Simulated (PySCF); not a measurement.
Screening by computed properties: pick the candidate that meets the target.

Each SMILES stands for a single optimised conformer of the isolated species, non-relativistic unless stated. Electronic properties by PySCF.

The conformers computed, where there is a choice (atom-mapped SMILES and torsion angles):
- `[CH3:1][O:2][CH2:3][C@@H:4]1[CH2:5][C@:6]1([Cl:7])[CH2:8][O:9][SiH3:10]`: C1–O2–C3–C4 -176°, O2–C3–C4–C5 143°, C5–C6–C8–O9 -17°, C6–C8–O9–Si10 -170°
- `[CH2:1]=[N:2][Si@H:3]([CH2:4][NH:5][CH3:6])[N:7]([CH3:8])[CH3:9]`: C1–N2–Si3–C4 -99°, N2–Si3–C4–N5 54°, Si3–C4–N5–C6 -179°, N2–Si3–N7–C8 157°

The conformers of `CS[C@@H]1C[Si@@H](F)CC1=S` and `C=N[C@@H](CC)[Si@@H](N)NC` aren't listed.

Question: Wanted: HOMO energy between -7 eV and -6.2 eV (PBE0/pcSseg-1) and HOMO–LUMO gap above 5 eV (PBE0/pcSseg-1), at GFN2-xTB geometries. Which candidate meets both?
A. `C=N[C@@H](CC)[Si@@H](N)NC`
B. `C=N[Si@H](CNC)N(C)C`
C. `COC[C@@H]1C[C@]1(Cl)CO[SiH3]`
D. `S=C1[C@H](SC)C[Si@@H](F)C1`

Answer: A. Computed values:
```
                     species  HOMO energy  HOMO–LUMO gap
COC[C@@H]1C[C@]1(Cl)CO[SiH3]     -7.31 eV        7.44 eV
   C=N[C@@H](CC)[Si@@H](N)NC     -6.58 eV        6.44 eV
  S=C1[C@H](SC)C[Si@@H](F)C1     -6.37 eV        4.15 eV
         C=N[Si@H](CNC)N(C)C     -6.12 eV        5.32 eV
```
